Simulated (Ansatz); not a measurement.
The pair A = H2O (SMILES O) (first 3 atoms), B = CH3Br (SMILES CBr); geometry from B3LYP-D3(BJ)/def2-TZVP.
(charge 0, multiplicity 1):
```xyz
8

O     -0.1663     0.1574     0.8280
H      0.7565    -0.0377     1.0393
H     -0.1380     0.9528     0.2865
C      0.6659    -0.0111     4.0607
Br     2.3951    -0.1542     3.1373
H      0.7391     0.8236     4.7484
H      0.5066    -0.9455     4.5865
H     -0.0837     0.1556     3.2950
```

Correlated levels freeze the cores. Filled d and f shells under p-block atoms count as core.

Programs: Ansatz (an electronic-structure program). Each number belongs to the level named beside it.

Total energies (hartree), monomers frozen at their geometry in the pair:

| structure | HF/aug-cc-pVDZ | PBE/def2-TZVPPD | CCSD(T)/aug-cc-pVDZ |
|---|---|---|---|
| AB | -2688.0491886 | -2690.0246285 | -2688.6035546 |
| A in the pair's basis | -76.0411344 | -76.3836206 | -76.2745805 |
| B in the pair's basis | -2612.0057782 | -2613.6361092 | -2612.3244133 |
| A | -76.0409173 | -76.3835942 | -76.2738563 |
| B | -2612.0054678 | -2613.6360414 | -2612.3231138 |

Question: Work out the interaction energy without and with the counterpoise correction, and the superposition error, for each level.

Answer: 
E(AB) − E(A) − E(B), times 627.509 kcal/mol, with the monomers in their own basis and then in the pair's basis:
- HF/aug-cc-pVDZ: -1.76 uncorrected, -1.43 corrected; the monomers gain 0.33 kcal/mol from borrowed functions
- PBE/def2-TZVPPD: -3.13 uncorrected, -3.07 corrected; the monomers gain 0.06 kcal/mol from borrowed functions
- CCSD(T)/aug-cc-pVDZ: -4.13 uncorrected, -2.86 corrected; the monomers gain 1.27 kcal/mol from borrowed functions
